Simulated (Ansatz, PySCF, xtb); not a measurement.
Energy difference R1 + R2 → P1 + P2, each structure at its B3LYP-D3(BJ)/def2-TZVP stationary point, reached from a drawn start (curvature not checked).
R1: Cl2MoO2 (SMILES [O]=[Mo](=[O])([Cl])[Cl]), charge 0, multiplicity 1.
P1: ClHMoO2 (SMILES [O]=[MoH](=[O])[Cl]), charge 0, multiplicity 1.
R2, H2 (SMILES [H][H]) (charge 0, multiplicity 1):
| atom | x (Å) | y (Å) | z (Å) |
|---|---|---|---|
| H | 0.0000 | 0.0000 | 0.3720 |
| H | 0.0000 | 0.0000 | -0.3720 |
P2, HCl (SMILES Cl) (charge 0, multiplicity 1, Z-matrix in Å and degrees):
```
Cl
H 1 1.2820
```

P less R. No zero-point or thermal terms; no spin–orbit coupling.

Frozen-core correlation throughout. CBS(a, b) extrapolates the correlation energy as X⁻³ and adds the Hartree–Fock energy of set b.

Programs: Ansatz (an electronic-structure program); PySCF for the D3/D4 terms; xtb for the GFN methods. All values are computed, each at the level named. Elements past Kr take the def2 small-core potentials, without spin–orbit coupling.

| level | reaction energy (kcal/mol) |
|---|---|
| GFN1-xTB | 1.82 |
| HF/def2-SVP | 18.00 |
| revPBE-D4/def2-TZVPP | 30.96 |
| r2SCAN-D4/def2-TZVPP | 31.58 |
| PBE0-D3(BJ)/def2-TZVPP | 28.06 |
| BHLYP/def2-TZVPP | 24.61 |
| MP2/def2-SVP | [?] |
| MP2/def2-TZVPP | [?] |
| CCSD(T)/CBS(def2-TZVPP, def2-QZVPP) | [?] |

Question: Some entries are withheld; supply them.

Answer: 
- MP2/def2-SVP, reaction energy (kcal/mol): 33.68
- MP2/def2-TZVPP, reaction energy (kcal/mol): 34.42
- CCSD(T)/CBS(def2-TZVPP, def2-QZVPP), reaction energy (kcal/mol): 27.77
